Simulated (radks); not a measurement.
Results of a calculation; reference values are marked as such.
Question: The thallium ion Tl2+, [Xe] 4f14 5d10 6s1. Level of theory: non-relativistic Kohn-Sham, exchange-only PBE, spin-polarised, spherical densities, point nucleus (a radial shooting solver on a logarithmic mesh with Libxc functionals). Every spin shell is full or empty, so the densities are truly spherical. Functionals are evaluated on that one density, not self-consistently. Rank these orbital-free kinetic functionals by their error against the exact value of the orbitals, and give that value: Thomas-Fermi, von Weizsacker, TF + vW, TF + vW/9, TF + vW/5, LC94, APBEK, revAPBEK, Perdew 92, Thakkar, Pearson, LKT, DePristo-Kress.

Answer: Exact: 18959.8 hartree. From best to worst, with 100 (|E| - |E exact|)/|E exact| (equal figures are ties): LC94 +0.02, APBEK +0.05, revAPBEK +0.18, DePristo-Kress -0.20, Perdew 92 -0.67, TF + vW/9 -0.68, Thakkar -0.78, Pearson -0.83, TF + vW/5 +2.45, Thomas-Fermi -4.60, LKT +15.84, TF + vW +30.66, von Weizsacker -64.74.
